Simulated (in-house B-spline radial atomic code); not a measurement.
Configurations of the cobalt ion Co⁶⁺, with energies counted from [Ar] 3d3. Method: Dirac-Hartree-Fock, average of configuration, Fermi nucleus of rms radius 3.7875 fm. Calculated with a radial B-spline atomic code at the basis-set limit. Energies include first-order Breit, QED and recoil terms.

Occupations are held fixed; configurations that lie above the ionisation limit could autoionise.

```json
{"configuration": "[Ar] 3d2 5s1", "E - E(ref) (eV)": "81.394", "highest orbital": "5s1/2", "its <r> (bohr)": "3.214"}
{"configuration": "[Ar] 3d2 4f1", "E - E(ref) (eV)": "83.596", "highest orbital": "4f5/2", "its <r> (bohr)": "2.437"}
{"configuration": "[Ar] 3d2 6s1", "E - E(ref) (eV)": "98.112", "highest orbital": "6s1/2", "its <r> (bohr)": "5.091"}
{"configuration": "[Ar] 3d2 5f1", "E - E(ref) (eV)": "98.908", "highest orbital": "5f5/2", "its <r> (bohr)": "4.308"}
{"configuration": "[Ar] 3d2 6p1", "E - E(ref) (eV)": "100.48", "highest orbital": "6p3/2", "its <r> (bohr)": "5.43"}
{"configuration": "[Ar] 3d2 7p1", "E - E(ref) (eV)": "108.32", "highest orbital": "7p3/2", "its <r> (bohr)": "7.831"}
{"configuration": "[Ar] 3d2 7g1", "E - E(ref) (eV)": "112.7", "highest orbital": "7g9/2", "its <r> (bohr)": "9.052"}
{"configuration": "[Ne] 3s2 3p5 3d3 4f1", "E - E(ref) (eV)": "146.02", "highest orbital": "4f5/2", "its <r> (bohr)": "2.431"}
{"configuration": "[Ne] 3s2 3p5 3d3 5f1", "E - E(ref) (eV)": "161.36", "highest orbital": "5f7/2", "its <r> (bohr)": "4.302"}
{"configuration": "[Ne] 3s2 3p5 3d3 7s1", "E - E(ref) (eV)": "169.43", "highest orbital": "7s1/2", "its <r> (bohr)": "7.397"}
```

**Question.** Order these further configurations by energy, lowest first.
A. [Ar] 3d2 5g1
B. [Ar] 3d2 5p1
C. [Ne] 3s2 3p5 3d3 7g1
D. [Ne] 3s2 3p5 3d3 4s1
E. [Ne] 3s2 3p5 3d3 5s1

**Answer.** B (86.029 eV), A (99.631 eV), D (105.43 eV), E (143.89 eV), C (175.18 eV).

**Question.** How far above the reference does [Ar] 3d2 7s1 lie?

**Answer.** 106.95 eV; its least bound orbital is 7s1/2 with <r> = 7.395 bohr.

**Question.** How far above the reference does [Ne] 3s2 3p5 3d4 lie?

**Answer.** 63.347 eV; its least bound orbital is 3d5/2 with <r> = 0.7879 bohr.

**Question.** How far above the reference does [Ne] 3s2 3p5 3d3 6f1 lie?

**Answer.** 169.78 eV; its least bound orbital is 6f7/2 with <r> = 6.612 bohr.
